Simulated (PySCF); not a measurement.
## Electronic structure of Mg⁺ (magnesium, charge +1) at the LDA level

Configuration: [Ne] 3p1, 2P determinant (an excited configuration). All numbers are calculated (PySCF 2.14, the spin-free X2C one-electron Hamiltonian (Gaussian nucleus), in x2c-QZVPPall with one added diffuse shell each of s, p, d, f type (10s7p6d3f, 82 functions)).

| Property | Result |
| --- | --- |
| Total energy | -199.0041 hartree |
| One-electron energy | -275.1427 hartree |
| Hartree (Coulomb) energy | 91.4293 hartree |
| Exchange-correlation energy | -15.2908 hartree |
| ⟨S²⟩ | 0.7500 |
| ⟨L²⟩ | 2.004 |
| Sum of ⟨r⟩ | 9.144 bohr |
| Sum of ⟨r²⟩ | 17.93 bohr² |
| Traceless quadrupole moment −½Σ⟨3z² − r²⟩ along its main axis | -5.42 e·bohr² |
| Langevin diamagnetic susceptibility | -14.2 ×10⁻⁶ cm³/mol |

```tsv
shell	electrons	mean orbital energy (hartree)	spread (hartree)	rms radius, mean of both spins (bohr)
1s α	1	-46.45022	0	0.152
1s β	1	-46.44806	0	0.152
2s α	1	-3.30959	0	0.768
2s β	1	-3.30674	0	0.768
2p α	3	-2.11174	0.00575	0.778
2p β	3	-2.10791	0.01052	0.778
3p α	1	-0.30686	0	3.62
```
